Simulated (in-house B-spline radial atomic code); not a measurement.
Successive ionisation energies of terbium; each step leads to the configuration of the next row (after the last: [Ar] 3d10 4s2 4p3). NIST's values go from ground level to ground level; the uncertainty of those that are theory runs from under 0.1 % in few-electron ions to several per cent in heavy many-electron ones. Computed with an all-electron radial atomic-structure program (B-spline basis): non-relativistic Hartree-Fock, average of the configuration, point nuclei.

This level leaves out relativity, spin-orbit splitting included, which matters for heavy ions.

| ion | configuration | ionisation energy (eV) | tabulated value (eV) | tabulated kind | computed minus tabulated (eV) | highest orbital | largest mean radius (bohr) |
| --- | --- | --- | --- | --- | --- | --- | --- |
| Tb22+ | [Kr] 4d7 | 738.3 | 732 | tabulated theory | 6.3 | 4d | 0.54985 |
| Tb23+ | [Kr] 4d6 | 779.2 | 772 | tabulated theory | 7.2 | 4d | 0.54419 |
| Tb24+ | [Kr] 4d5 | 820.7 | 816 | tabulated theory | 4.7 | 4d | 0.53868 |
| Tb25+ | [Kr] 4d4 | ? | ? | tabulated theory | ? | ? | ? |
| Tb26+ | [Kr] 4d3 | 905.7 | 909 | tabulated theory | -3.3 | 4d | 0.52992 |
| Tb27+ | [Kr] 4d2 | 949.2 | 954 | tabulated theory | -4.8 | 4d | 0.52621 |
| Tb28+ | [Kr] 4d1 | ? | ? | tabulated theory | ? | ? | ? |
| Tb29+ | [Ar] 3d10 4s2 4p6 | ? | ? | tabulated theory | ? | ? | ? |
| Tb30+ | [Ar] 3d10 4s2 4p5 | 1201.8 | 1208 | tabulated theory | -6.2 | 4p | 0.51503 |
| Tb31+ | [Ar] 3d10 4s2 4p4 | 1246.3 | 1256 | tabulated theory | -9.7 | 4p | 0.51157 |

Task: Fill in the row of Tb25+.

Result: ionisation energy (eV): 862.9; tabulated value (eV): 866; computed minus tabulated (eV): -3.1; highest orbital: 4d; largest mean radius (bohr): 0.53367.

Task: Fill in the row of Tb28+.

Result: ionisation energy (eV): 993.3; tabulated value (eV): 997; computed minus tabulated (eV): -3.7; highest orbital: 4d; largest mean radius (bohr): 0.52254.

Task: Fill in the row of Tb29+.

Result: ionisation energy (eV): 1157.8; tabulated value (eV): 1165; computed minus tabulated (eV): -7.2; highest orbital: 4p; largest mean radius (bohr): 0.51892.
